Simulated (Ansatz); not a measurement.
Geometry optimisation, RKS B3LYP-D4/def2-SVP in Ansatz 0.2.0.

The input (input.yaml):

```yaml
crystal:
  periodic: [false, false, false]
  atoms:
    - { symbol: Ga, position_ang: [0.042745, -0.182808, 0.173815] }
    - { symbol: "N", position_ang: [-0.030287, -0.074305, 2.064796] }
    - { symbol: H, position_ang: [-0.782369, -0.611965, 2.497551] }
    - { symbol: H, position_ang: [0.849294, -0.26029, 2.547889] }
    - { symbol: Cl, position_ang: [1.909764, -0.009316, -0.863373] }
    - { symbol: Cl, position_ang: [-1.779493, -0.587571, -0.891801] }
    - { symbol: S, position_ang: [-0.783532, 3.104134, 0.875096] }
    - { symbol: H, position_ang: [-2.034375, 2.657899, 0.615768] }
    - { symbol: H, position_ang: [-0.572848, 2.105822, 1.811661] }
basis:
  gaussian: { orbitals: def2-SVP }
hamiltonian:
  xc: b3lyp
  dispersion: d4
relax:
  f_tol: 0.03
  max_steps: 50
```

Command:

```bash
$ ansatz run input.yaml --threads 4 --pin off --max-ram 5120MiB --backend cpu --events-out ev --progress --plain --runs-dir out
```

Where does it end, and by what steps?

The run converged. After 11 steps the energy has fallen by 0.258 eV; S7 moved furthest, 0.52 Å. Joined: Ga1–S7 (3.46 → 2.65 Å).

```
step  energy less start (eV)  largest force component (eV/Å)  accepted
   0                  0.0000                           1.155       yes
   1                 -0.0994                           0.388       yes
   2                 -0.1908                           0.461       yes
   3                 -0.1827                           0.544        no
   4                 -0.2275                           0.157       yes
   5                 -0.2315                           0.118       yes
   6                 -0.2392                           0.254       yes
   7                 -0.2475                           0.262       yes
   8                 -0.2522                           0.197       yes
   9                 -0.2558                           0.231       yes
  10                 -0.2576                           0.080       yes
  11                 -0.2584                           0.012       yes
```

```xyz
9
Properties=species:S:1:pos:R:3
Ga -0.058 0.136 0.331
N -0.017 -0.178 2.153
H -0.718 -0.840 2.483
H 0.891 -0.461 2.519
Cl 1.802 0.229 -0.782
Cl -1.879 -0.411 -0.738
S -0.605 2.716 0.574
H -1.929 2.500 0.390
H -0.670 2.451 1.902
```

Time of the run: 39 s on 4 threads of Intel(R) Xeon(R) Platinum 8259CL CPU @ 2.50GHz (Skylake/Cascade Lake), on a shared host, peak memory 0.36 GiB.
